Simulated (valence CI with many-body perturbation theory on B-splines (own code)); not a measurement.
E1 line list for Os LXXI

Method: valence CI with perturbative core correlation (CI+MBPT): four valence electrons over a frozen Dirac-Fock core [He], radial functions for each j: 11 s, 11 p, 9 d, 7 f, 5 g, 2 h, 1 i, with the one-electron correlation potential Σ1, the two-electron term Σ2, the three-electron term Σ3, Breit, model QED; selected CI, second order for the rest (own B-spline code, finite nucleus).

The last digits are not significant, and no measured levels were compared; by estimate large intervals hold to a few tenths of a per cent, small ones and those within an open d or f shell to about a per cent. Among the levels kept, up to 300 cm⁻¹ of a level comes from second order outside the variational space, and about a tenth of that is noise between levels of different J, which matters for small intervals.

Lines 101 to 150 of 249 in falling wavelength, among levels below 1017.1 Ry, chosen from the strongest by gf and those to the six lowest levels. Wavelengths and rates use the calculated energies. Electric multipoles are in the length gauge, E1 and E2 with the static RPA response of the core. Weak lines are less certain than strong ones. Lines between different terms over intervals too small for the method are left out, as are lines whose strength nearly cancels. The highest levels of a list are the least certain.

Levels are named by their leading jj configuration (3d3/2^4 stands for four electrons in 3d with j = 3/2), which in mixed levels can hold well under half, so a name can repeat and another be missing. Letters in brackets count levels of one name in rising energy.

```tsv
λ vac (Å)	Upper	Lower	A (s⁻¹)	S (a.u.)
6.059	(2p1/2^2 2p3/2^2) J=2	(2s 2p1/2^2 2p3/2) J=2	1.24e+13	6.78e-03
6.000	(2p1/2 2p3/2^3) J=2	(2s 2p1/2 2p3/2^2) J=3	6.42e+12	3.42e-03
1.323	(2s 2p1/2^2 3s) J=1	(2s 2p1/2^2 2p3/2) J=1	3.98e+13	1.37e-04
1.318	(2p1/2^2 2p3/2 3s) J=2	(2p1/2^2 2p3/2^2) J=2	1.31e+14	7.42e-04
1.318	(2s 2p1/2^2 3s) J=0	(2s 2p1/2^2 2p3/2) J=1	2.45e+14	2.77e-04
1.316	(2p1/2^2 2p3/2 3s) J=1	(2p1/2^2 2p3/2^2) J=2	2.16e+14	7.29e-04
1.312	(2s 2p1/2 2p3/2 3s) J=3	(2s 2p1/2 2p3/2^2) J=3	1.19e+14	9.29e-04
1.310	(2s 2p1/2^2 3s) J=1	(2s 2p1/2^2 2p3/2) J=2	2.23e+14	7.42e-04
1.309	(2s^2 2p1/2 3s) J=1	(2s^2 2p1/2 2p3/2) J=2	2.17e+14	7.22e-04
1.308	(2s 2p1/2 2p3/2 3s) J=2 [b]	(2s 2p1/2 2p3/2^2) J=3	1.83e+14	1.01e-03
1.307	(2s^2 2p1/2 3s) J=0	(2s^2 2p1/2 2p3/2) J=1	2.64e+14	2.91e-04
1.306	(2s^2 2p1/2 3s) J=1	(2s^2 2p1/2 2p3/2) J=1	4.27e+13	1.41e-04
1.306	(2s^2 2p3/2 3s) J=2	(2s^2 2p3/2^2) J=2	1.35e+14	7.44e-04
1.305	(2s^2 2p3/2 3s) J=1	(2s^2 2p3/2^2) J=2	2.23e+14	7.34e-04
1.236	(2s 2p1/2^2 3d3/2) J=1	(2s 2p1/2^2 2p3/2) J=1	2.19e+14	6.13e-04
1.236	(2s 2p1/2^2 3d3/2) J=2	(2s 2p1/2^2 2p3/2) J=1	9.33e+12	4.34e-05
1.225	(2s 2p1/2 2p3/2 3d3/2) J=2 [a]	(2s 2p1/2 2p3/2^2) J=2 [a]	1.55e+14	7.02e-04
1.225	(2s 2p1/2^2 3d3/2) J=1	(2s 2p1/2^2 2p3/2) J=2	4.94e+13	1.35e-04
1.224	(2s 2p1/2^2 3d3/2) J=2	(2s 2p1/2^2 2p3/2) J=2	3.04e+14	1.38e-03
1.224	(2s^2 2p1/2 3d3/2) J=2	(2s^2 2p1/2 2p3/2) J=2	2.68e+14	1.21e-03
1.224	(2s 2p1/2 2p3/2 3d3/2) J=2 [e]	(2s 2p1/2 2p3/2^2) J=1 [a]	2.38e+14	1.07e-03
1.224	(2s 2p1/2 2p3/2 3d3/2) J=2 [b]	(2s 2p1/2 2p3/2^2) J=3	2.19e+14	9.89e-04
1.222	(2s^2 2p1/2 3d3/2) J=2	(2s^2 2p1/2 2p3/2) J=1	2.94e+13	1.33e-04
1.221	(2s^2 2p1/2 3d3/2) J=1	(2s^2 2p1/2 2p3/2) J=2	4.67e+13	1.26e-04
1.221	(2s 2p1/2 2p3/2 3d5/2) J=1 [a]	(2s 2p1/2 2p3/2^2) J=1 [a]	4.63e+14	1.25e-03
1.221	(2s 2p1/2 2p3/2 3d5/2) J=3 [b]	(2s 2p1/2 2p3/2^2) J=2 [b]	1.51e+14	9.51e-04
1.220	(2s^2 2p3/2 3d3/2) J=2	(2s^2 2p3/2^2) J=2	1.61e+14	7.22e-04
1.220	(2s 2p1/2 2p3/2 3d5/2) J=2	(2s 2p1/2 2p3/2^2) J=1 [b]	4.41e+14	1.98e-03
1.219	(2s 2p1/2 2p3/2 3d5/2) J=2	(2s 2p1/2 2p3/2^2) J=2 [b]	7.14e+14	3.20e-03
1.219	(2s^2 2p3/2 3d3/2) J=3	(2s^2 2p3/2^2) J=2	3.72e+13	2.33e-04
1.219	(2s^2 2p1/2 3d3/2) J=1	(2s^2 2p1/2 2p3/2) J=1	2.55e+14	6.83e-04
1.219	(2s^2 2p3/2 3d3/2) J=1	(2s^2 2p3/2^2) J=2	3.24e+14	8.68e-04
1.218	(2s 2p1/2 2p3/2 3d5/2) J=1 [b]	(2s 2p1/2 2p3/2^2) J=1 [b]	1.19e+15	3.18e-03
1.218	(2s 2p1/2 2p3/2 3d5/2) J=1 [a]	(2s 2p1/2 2p3/2^2) J=0	1.13e+15	3.02e-03
1.218	(2s 2p1/2 2p3/2 3d5/2) J=1 [b]	(2s 2p1/2 2p3/2^2) J=2 [b]	3.33e+14	8.90e-04
1.218	(2s 2p1/2^2 3d5/2) J=2	(2s 2p1/2^2 2p3/2) J=1	1.51e+15	6.72e-03
1.218	(2s 2p1/2 2p3/2 3d5/2) J=0	(2s 2p1/2 2p3/2^2) J=1 [b]	1.73e+15	1.54e-03
1.210	(2s^2 2p3/2 3d5/2) J=1	(2s^2 2p3/2^2) J=0	1.73e+15	4.54e-03
1.209	(2s 2p1/2^2 3d5/2) J=3	(2s 2p1/2^2 2p3/2) J=2	1.69e+15	1.03e-02
1.209	(2s 2p1/2 2p3/2 3d5/2) J=3 [b]	(2s 2p1/2 2p3/2^2) J=3	1.30e+15	7.95e-03
1.209	(2s 2p1/2 2p3/2 3d3/2) J=2 [d]	(2s 2p1/2 2p3/2^2) J=2 [a]	3.09e+14	1.35e-03
1.209	(2s 2p1/2 2p3/2 3d5/2) J=4 [b]	(2s 2p1/2 2p3/2^2) J=3	2.18e+15	1.71e-02
1.208	(2s^2 2p1/2 3d5/2) J=2	(2s^2 2p1/2 2p3/2) J=2	1.77e+14	7.69e-04
1.208	(2s 2p1/2 2p3/2 3d5/2) J=3 [a]	(2s 2p1/2 2p3/2^2) J=2 [a]	2.25e+15	1.37e-02
1.208	(2s 2p1/2 2p3/2 3d3/2) J=2 [e]	(2s 2p1/2 2p3/2^2) J=2 [a]	7.99e+14	3.47e-03
1.208	(2s 2p1/2 2p3/2 3d5/2) J=2	(2s 2p1/2 2p3/2^2) J=3	2.51e+14	1.09e-03
1.208	(2s^2 2p1/2 3d5/2) J=3	(2s^2 2p1/2 2p3/2) J=2	1.69e+15	1.03e-02
1.207	(2s 2p1/2^2 3d5/2) J=2	(2s 2p1/2^2 2p3/2) J=2	1.31e+14	5.68e-04
1.207	(2s 2p1/2 2p3/2 3p3/2) J=3 [a]	(2s^2 2p3/2^2) J=2	3.28e+13	1.99e-04
1.206	(2s^2 2p1/2 3d5/2) J=2	(2s^2 2p1/2 2p3/2) J=1	1.54e+15	6.64e-03
```
